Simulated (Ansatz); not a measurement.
The same path of BrH₃InNS (7 atoms, charge 0, multiplicity 1) was run 3 times with different band settings. The coordinate that changes most is the height of N1 over the plane of its neighbours.

Computed with RKS LDA/def2-SVP (Ansatz).

Relaxed end points:

```xyz
7
Properties=species:S:1:pos:R:3
N -1.001 1.424 0.109
In 0.124 -0.217 -0.146
S 1.973 -0.880 1.186
Br -0.267 -1.538 -2.197
H -1.132 1.740 1.078
H -1.905 1.403 -0.379
H 2.209 -1.933 0.349
```

```xyz
7
Properties=species:S:1:pos:R:3
N -1.365 0.990 0.445
In 0.125 -0.215 -0.147
S 2.077 -0.756 1.089
Br -0.221 -1.484 -2.239
H -1.102 1.777 1.051
H -1.978 1.318 -0.312
H 2.464 -1.630 0.112
```

Common settings: climbing image yes; spring 5.0 eV/Å²; start path IDPP; force threshold 0.05 eV/Å; iteration limit 60; end points relaxed.

| run | movable images | optimiser | largest step |
| --- | --- | --- | --- |
| 1 | 9 | quadratic models (default) | default |
| 2 | 3 | quadratic models (default) | default |
| 3 | 9 | lbfgs | 0.02 Å |

Question: What does each run give, and how far can it be trusted?

Answer: Run 1: converged after 3 iterations, highest image 0.022 eV above the first end. A vibrational analysis at the climbing image gives one clearly imaginary mode, 265i cm⁻¹: a first-order saddle point.
Run 2: converged after 4 iterations, highest image 0.022 eV above the first end. Another band between the same ends (9 images) ends at a top of the same energy, where a vibrational analysis finds 1 clearly imaginary mode. So few images can step over the top or miss a turn of the path.
Run 3: converged after 6 iterations, highest image 0.022 eV above the first end. Another band between the same ends (9 images) ends at a top of the same energy, where a vibrational analysis finds 1 clearly imaginary mode.
